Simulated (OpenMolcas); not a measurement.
**F3+: effect of the level shift or regulariser**

```
Program             : OpenMolcas
Basis               : ANO-RCC-VTZP [4s3p2d1f]
Scalar Hamiltonian  : DKH2, point nucleus
Active space        : 4 electrons in 4 orbitals (2s 2p)
State averaging     : 2S+1 = 3 even, 3 roots; 2S+1 = 1 even, 6 roots; 2S+1 = 5 odd, 1 root; 2S+1 = 3 odd, 9 roots; 2S+1 = 1 odd, 8 roots
Spin-orbit coupling : state interaction with AMFI integrals over the reference wave functions, term energies averaged over their components
```

Methods on the same reference wave functions:
A. CASSCF
B. SS-CASPT2, IPEA 0.25 Eh, imaginary shift 0.1 Eh (closed shells correlated: 1s)
C. SS-CASPT2, IPEA 0.25 Eh, real shift 0.2 Eh (closed shells correlated: 1s)

Energies in cm-1 above 2s2 2p2 3P0, the measured ground level; measured values from Moore, Atomic Energy Levels, vol. I, NSRDS-NBS 35 (1971 reprint of NBS Circular 467, 1949).

```
       Level       A       B       C  Measured
 2s2 2p2 3P0     0.0     0.0     0.0       0.0
 2s2 2p2 3P1     224     224     224       225
 2s2 2p2 3P2     653     653     653       613
 2s2 2p2 1D2   27753   25730   25730     25241
 2s2 2p2 1S0   50882   53810   53800     53544
2s 2p3 5S* 2   63536   72230   72220          
2s 2p3 3D* 2  151437  147210  147240    147889
2s 2p3 3D* 1  151438  147210  147240    147902
2s 2p3 3D* 3  151442  147220  147250    147842
2s 2p3 3P* 0  178316  175810  175830          
2s 2p3 3P* 1  178318  175810  175840    175242
2s 2p3 3P* 2  178321  175810  175840    175237
2s 2p3 1D* 2  244191  231000  231040          
2s 2p3 3S* 1  251194  240370  240390          
2s 2p3 1P* 1  270912  259360  259400    257390
```

Deviations, from unrounded energies. A percentage is the sum of absolute deviations over the sum of measured energies, with the sign that they share, or ± where signs differ.

```csv
Against measurement,Levels,A,B,C
mean absolute deviation (cm-1),10,3600,590,590
fine structure of the ground term (%),2,±4.9,±4.9,±4.9
other terms of the ground configuration (%),2,±6.6,+1.0,+1.0
other configurations (%),6,+2.9,±0.5,±0.5
```

B, C lie about equally close to measurement and A furthest from it. The largest miss of C in the table is 2s 2p3 1P* 1, by +2000 cm-1. The ranking rests on the paired levels alone, and a cruder setting can come out closer through cancelling errors.

Between B and C the level of the table that moves most is 2s 2p3 1D* 2, by 40 cm-1 (lowest in B, highest in C). Moves below CASPT2's spread within the term are not significant.

The two smallest mean deviations differ by little beside CASPT2's spread within terms, so their order carries little weight.

From A to B the spin-free energies of the other terms of 2s2 2p2 shown, above 3P, scale by factors of 0.93 to 1.06.

The lowest spin-free term lies below A's lowest term by 0.073 hartree in B, 0.073 hartree in C.

Term energies are means over components that CASPT2 splits; among the terms shown or strongly mixed into the levels shown the widest spread is 75 cm-1 (2s 2p3 1D*, C). Computed and measured levels are paired by configuration, term and J; levels that our copy of the source lacks, or whose pairing is in doubt (as where it misses far off the trend of its configuration), stay unpaired and out of the deviations. Levels of configurations outside the active space are missing.

* marks odd parity.
